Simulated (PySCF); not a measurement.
C₄H₁₀BN, SMILES CC1CB(N)C1.

Coordinates come from a B3LYP-D3(BJ)/def2-SVP optimisation. The structure was generated by enumeration, and PubChem lists no compound with its InChIKey, so it may never have been made. Other conformers were not sampled.

These are PBE/def2-TZVP (PySCF) values and carry that method's errors.

The molecule is in vacuum.

Computed frontier levels, gap, dipole moment and polarisability:
```
Item                                                                                                           Result
---------------------------------------------------------------------------------------------  ----------------------
highest occupied level                                                                                       -6.38 eV
lowest empty level                                                                                           -0.09 eV
orbital gap                                                                                                   6.29 eV
dipole moment                                                                                                  1.70 D
quadrupole, principal values (traceless, Buckingham form, about the centre of nuclear charge)  -3.75, -2.28, 6.03 D·Å
mean static polarisability                                                                      72.3 bohr³ (10.72 Å³)
polarisability, principal values                                                               58.8, 69.7, 88.5 bohr³
```
